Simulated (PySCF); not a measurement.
Ti²⁺: excitation energy

Ti²⁺ [Ar] 3d2 (3F) → Ti²⁺ [Ar] 3d1 4s1 (3D), as a difference of total energies. All numbers are calculated (PySCF 2.14, the spin-free X2C one-electron Hamiltonian (Gaussian nucleus), in x2c-QZVPPall (11s7p5d3f2g, 96 functions)). Correlated levels: valence: [Ar] frozen. The calculations carry no spin-orbit coupling.

```tsv
method	excitation energy (cm⁻¹)
UHF	36862
MP2 (valence)	37193
SCS-MP2 (valence)	36972
CCSD (valence)	37242
```

The basis was made for the ground configuration and has no added diffuse functions, so the excitation energy can come out too high.

With two correlated electrons CCSD is exact in that space.
